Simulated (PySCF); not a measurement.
RuO₂⁺ + F₂ → RuF₂⁺ + O₂

Level: PBE0 in the def2-TZVP basis family, computed in PySCF with density fitting; scalar-relativistic core potentials for atoms from Rb on, none lighter, no spin–orbit coupling; open shells unrestricted.

| species | state and structure | E (Eh) | ZPE (kJ/mol) | H(298 K) − H(0) (kJ/mol) | S° (J/(mol K)) |
| --- | --- | --- | --- | --- | --- |
| RuO₂⁺ | doublet, C2v, Ru–O 1.629 Å (×2); O–Ru–O 132.9° | -244.82200 | 14.3 | 11.2 | 271.2 |
| F₂ | singlet, D∞h, F–F 1.376 Å | -199.40856 | 6.6 | 8.7 | 201.9 |
| RuF₂⁺ | quartet, D∞h, Ru–F 1.788 Å (×2) | -294.10342 | 11.0 | 12.5 | 269.9 |
| O₂ | triplet, D∞h, O–O 1.193 Å | -150.23561 | 10.3 | 8.7 | 204.9 |

(1) What is the electronic reaction energy?

(2) Add zero-point, thermal and entropy terms for 298.15 K and 1 bar.

Results:

(1) At PBE0/def2-TZVP, ΔE = -284.8 kJ/mol from the differences of the total energies times 2625.5, downhill. 

(2) ΔZPE = 0.4 and Δ[H(298) − H(0)] = 1.3 kJ/mol give ΔH° = -283.1 kJ/mol. ΔS° = 1.7 J/(mol K), so ΔG° = -283.1 − 298.15 × (0.0017) = -284 kJ/mol.

Open d or f shells are single determinants, so the state found may not be the ground state. Only the bonding shown was studied: isomers, or loss of a ligand pair, can lie lower.
